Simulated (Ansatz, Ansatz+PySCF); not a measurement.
```yaml
atoms:
  - { symbol: C, position_ang: [0.0000, -0.2568, -1.2710] }
  - { symbol: C, position_ang: [0.0000, 0.5795, 0.0000] }
  - { symbol: C, position_ang: [0.0000, -0.2568, 1.2710] }
  - { symbol: H, position_ang: [0.0000, 0.3730, -2.1741] }
  - { symbol: H, position_ang: [0.8875, -0.9088, -1.3208] }
  - { symbol: H, position_ang: [-0.8875, -0.9088, -1.3208] }
  - { symbol: H, position_ang: [-0.8792, 1.2471, 0.0000] }
  - { symbol: H, position_ang: [0.8792, 1.2471, 0.0000] }
  - { symbol: H, position_ang: [0.0000, 0.3730, 2.1741] }
  - { symbol: H, position_ang: [-0.8875, -0.9088, 1.3208] }
  - { symbol: H, position_ang: [0.8875, -0.9088, 1.3208] }
```

Basis set: def2-SVP (spherical functions). Correlated methods keep 3 orbitals frozen. Charge 0, multiplicity 1.

Computed with Ansatz (development build ahead of 0.2.0); each method stands on the lowest determinant of its kind that the runs found. Restricted open shells among the atoms or ions are ROHF, correlated in semicanonical orbitals with singles. Restricted functionals stand beside restricted open-shell atoms, which can lie above the unrestricted atoms usual in DFT and then raise those values.

Problem. Give the atomization energy at this shape (free ground-state atoms in the same class of orbitals less the molecule, no zero-point energy) of singlet C₃H₈ by ωB97X (restricted), ωB97X (unrestricted), r²SCAN (restricted), r²SCAN (unrestricted), PBE0 (restricted), PBE0 (unrestricted), PBE (unrestricted), PBE (restricted), RHF-CCSD(T), RHF-MP2, UHF-MP2, RHF, UHF.

Solution.

```tsv
method	atomization energy
ωB97X (restricted)	44.05 eV
ωB97X (unrestricted)	43.84 eV
r²SCAN (restricted)	44.10 eV
r²SCAN (unrestricted)	43.87 eV
PBE0 (restricted)	44.14 eV
PBE0 (unrestricted)	44.01 eV
PBE (unrestricted)	44.28 eV
PBE (restricted)	44.38 eV
RHF-CCSD(T)	42.15 eV
RHF-MP2	42.12 eV
UHF-MP2	42.10 eV
RHF	34.39 eV
UHF	34.06 eV
```
